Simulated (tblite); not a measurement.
Species: C6H13OPSi.
Numbering: `[CH3:1][O:2][C:3]1=[C:4]([CH3:5])[CH2:6][P:7]([SiH3:8])[CH2:9]1` (hydrogens: H10, H11, H12 on C1; H13, H14, H15 on C5; H16, H17 on C6; H18, H19, H20 on Si8; H21, H22 on C9)

The geometry is computed with GFN2-xTB (gas phase).

Q: Give the optimised bond lengths and angles.

A: 
| bond | length (pm) | order |
| --- | --- | --- |
| C1–O2 | 140.5 | single |
| O2–C3 | 137.2 | single |
| C3=C4 | 133.4 | double |
| C4–C5 | 149.4 | single |
| C4–C6 | 150.1 | single |
| C6–P7 | 186.3 | single |
| P7–Si8 | 224.2 | single |
| P7–C9 | 186.5 | single |
| C3–C9 | 150.5 | single |
| C1–H10, C1–H11, C1–H12 | 109.3 | single |
| C5–H13, C5–H14, C5–H15 | 108.9 | single |
| C6–H16, C6–H17 | 109.5 | single |
| Si8–H18, Si8–H19, Si8–H20 | 146.4 | single |
| C9–H21, C9–H22 | 109.5 | single |

Bonds in one row agree within 1 pm and their mean is given. Orders are formal, as drawn. A selection of angles:
| angle | degrees |
| --- | --- |
| O2–C1–H10 | 105.6 |
| O2–C1–H11 | 111.8 |
| H10–C1–H11 | 109.0 |
| C1–O2–C3 | 118.5 |
| O2–C3–C4 | 121.2 |
| O2–C3–C9 | 122.1 |
| C4–C3–C9 | 116.6 |
| C3–C4–C5 | 125.4 |
| C3–C4–C6 | 115.3 |
| C5–C4–C6 | 119.2 |
| C4–C5–H13 | 110.5 |
| C4–C5–H14 | 110.5 |
| H13–C5–H14 | 107.9 |
| H13–C5–H15 | 109.1 |
| C4–C6–P7 | 106.2 |
| C4–C6–H16 | 110.8 |
| C4–C6–H17 | 112.7 |
| P7–C6–H16 | 109.4 |
| P7–C6–H17 | 110.6 |
| H16–C6–H17 | 107.2 |
| C6–P7–Si8 | 97.8 |
| C6–P7–C9 | 90.6 |
| Si8–P7–C9 | 97.6 |
| P7–Si8–H18 | 106.8 |
| P7–Si8–H19 | 115.1 |
| H18–Si8–H19 | 109.0 |
| P7–C9–H21 | 109.6 |
| C3–C9–P7 | 105.5 |
| C3–C9–H21 | 110.5 |
| C3–C9–H22 | 113.7 |
| H21–C9–H22 | 107.6 |

Torsions: C1–O2–C3–C4 171° (antiperiplanar); O2–C3–C4–C5 -2° (synperiplanar); C3–C4–C6–P7 17° (synperiplanar); C4–C6–P7–Si8 76° (synclinal); C6–P7–C9–C3 21° (synperiplanar); O2–C3–C9–P7 168° (antiperiplanar). The mirror-image conformer, all signs reversed, is as good.

P7 (three-coordinate phosphorus) is pyramidal (angles 97.8°, 97.6° and 90.6°, sum 286.0°, 1.03 Å off the plane of its three neighbours). Si8 (SiH3 silicon) is distorted tetrahedral (angles from 106.7° to 115.1°). The 4 C–C bonds span 1.334 Å (C3=C4, drawn double) to 1.505 Å (C3–C9, drawn single), a spread of 0.171 Å. Of the pairs four or more bonds apart, O2···H15 is among the closest relative to their van der Waals radii: 2.47 Å, 91 % of the sum of Bondi's values. O2 (ether oxygen) is bent (angle 118.5°). The C–O distances run from 1.372 Å (O2–C3, drawn single) to 1.405 Å (C1–O2, drawn single), a spread of 0.033 Å. The 5-membered ring C3–C4–C6–P7–C9 has internal angles of 90.6° to 116.6° (sum 534°, against 540° for a flat polygon); it is puckered, 0.12 Å rms from its mean plane, widest ring torsion 21°.

Point group: C1 (no symmetry element, even within 0.4 Å). Its GFN2-xTB frequencies are all real (lowest 47 cm⁻¹). One conformer, not necessarily the lowest.
